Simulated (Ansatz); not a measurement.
Reaction (ligand exchange at the Si–C bond): `N#C[Si](N)(N)Cl` + H–F → `N[Si](N)(F)Cl` + `C#N`

Gas-phase electronic energies from Ansatz, PBE0-D4/def2-TZVP geometries. CBS: MP2 limit from def2 TZ/QZ plus the TZ coupled-cluster correction, frozen cores. This one scheme is used for every species. Functionals use def2-TZVPP. Each species was taken in one conformer, which may not be the lowest.

CCSD(T)/CBS gives -1.13 eV.

(1) Another level gave -1.22 eV. Which?
A. r2SCANh-D4/def2-TZVPP
B. RPA@PBE/def2-TZVPP
C. revPBE/def2-TZVPP
D. CAM-B3LYP-D4/def2-TZVPP

(2) What do rigid-rotor, harmonic-oscillator terms from PBE0-D4/def2-TZVP frequencies (298.15 K, 1 bar) make of the CCSD(T)/CBS value? (Estimate.)

Largest T1 diagnostic among the species: 0.014.

## Answers

(1) D. CAM-B3LYP-D4 -1.22, r2SCANh-D4 -1.18, RPA@PBE/def2-TZVPP -1.12, revPBE -1.07 eV.

(2) Computed: ΔZPE = +0.04 eV, ΔH = -1.12 eV, ΔS = 0 J/(mol·K), ΔG = -1.12 eV.

Leaving LDA and LC-ωPBE aside and taking each functional with its dispersion term where it has one, the values, not all of them listed here, spread over 0.21 eV, from CAM-B3LYP-D4 to revPBE-D4. In def2-TZVPP, CCSD(T) changes the Hartree–Fock value by +0.20 eV (the triples alone add +0.04 eV) and MP2 by +0.25 eV. From BLYP to BHLYP (50 % exact exchange), in def2-TZVPP and without D4, ΔE moves by −0.07 eV.
